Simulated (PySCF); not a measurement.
# I (iodine, neutral) across methods

[Kr] 4d10 5s2 5p5, 2P determinant. Computed with PySCF 2.14 in aug-cc-pVQZ-PP with one added diffuse shell each of s, p, d, f, g type with ECP28MDF (8s8p6d4f3g, 117 functions), with a scalar-relativistic core potential.

| method | E (hartree) | mean ε 5s β (eV) | mean ε 5p α (eV) | mean ε 5p β (eV) | Σ⟨r²⟩ (bohr²) | ⟨S²⟩ |
| --- | --- | --- | --- | --- | --- | --- |
| UHF | -294.66250 | -22.665 | -11.422 | -10.409 | 60.23 | 0.761 |
| revPBE | -295.7284 | -16.984 | -7.354 | -6.679 | 59.95 | 0.753 |
| PBE | -295.6708 | -17.071 | -7.384 | -6.719 | 59.99 | 0.753 |
| LDA | -295.2669 | -17.413 | -7.492 | -6.864 | 59.90 | 0.751 |
| wB97X-V | -295.6725 | -21.578 | -10.847 | -10.203 | 59.71 | 0.753 |
| PBE0 | -295.6976 | -18.740 | -8.602 | -7.866 | 59.71 | 0.754 |
| r2SCAN | -295.8046 | -17.441 | -7.754 | -6.994 | 59.55 | 0.756 |

Problem. Estimate the same row for B3LYP.

Solution. E (hartree) = -295.7828; mean ε 5s β (eV) = -18.502; mean ε 5p α (eV) = -8.294; mean ε 5p β (eV) = -7.642; Σ⟨r²⟩ (bohr²) = 60.02; ⟨S²⟩ = 0.753.

Energies and moments cover only the electrons outside the core potential.
